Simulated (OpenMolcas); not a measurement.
# Se5+: CASPT2 settings compared

| Property | Result |
| --- | --- |
| Program | OpenMolcas 26.06 |
| Basis | ANO-R1 [5s4p3d1f] |
| Scalar Hamiltonian | X2C, finite nucleus |
| Active space | 1 electron in 4 orbitals (4s 4p) |
| State averaging | 2S+1 = 2 even, 1 root; 2S+1 = 2 odd, 3 roots |
| Spin-orbit coupling | state interaction with AMFI integrals over the reference wave functions, term energies averaged over their components |

Methods on the same reference wave functions:
A. CASSCF
B. SS-CASPT2, IPEA 0.3 Eh, no level shift (closed shells correlated: 3d)
C. XMS-CASPT2, IPEA 0.5 Eh, real shift 0.4 Eh (closed shells correlated: 3s 3p 3d)

Energies in cm-1 above 4s 2S 1/2, the measured ground level; measured values from Moore, Atomic Energy Levels, vol. II, NSRDS-NBS 35 (1971 reprint of NBS Circular 467, 1952).

```json
{"Level": "4s 2S 1/2", "A": "0.0", "B": "0.0", "C": "0.0", "Measured": "0.0"}
{"Level": "4p 2P* 1/2", "A": "103497", "B": "103563", "C": "103902", "Measured": "112762"}
{"Level": "4p 2P* 3/2", "A": "108324", "B": "108389", "C": "108729", "Measured": "118462"}
```

Deviations, from unrounded energies. A percentage is the sum of absolute deviations over the sum of measured energies, with the sign that they share, or ± where signs differ.

```
           Against measurement  Levels     A     B     C
mean absolute deviation (cm-1)       2  9700  9600  9300
      other configurations (%)       2  -8.4  -8.3  -8.0
```

A, B, C lie about equally close to measurement. The largest miss of C in the table is 4p 2P* 3/2, by -9700 cm-1. The ranking rests on the paired levels alone, and a cruder setting can come out closer through cancelling errors.

Between B and C the level of the table that moves most is 4p 2P* 1/2, by 340 cm-1 (lowest in B, highest in C).

The lowest spin-free term lies below A's lowest term by 0.323 hartree in B, 0.393 hartree in C.

The basis is small and was not contracted for so high a charge. With one active electron the reference holds no correlation, so core polarisation is missing (holds for A). With one active electron, CASPT2 adds the correlation within the correlated inactive shells and between them and that electron, and leaves the splitting within a term as the reference gives it (holds for B; C). Measured partners are found by configuration, term and J. A level has none where our copy of the source lacks it or the pairing is in doubt (some pairs that miss far off the trend of their configuration count as doubtful), and it then counts in no deviation. Only configurations of the active space appear.

* marks odd parity.
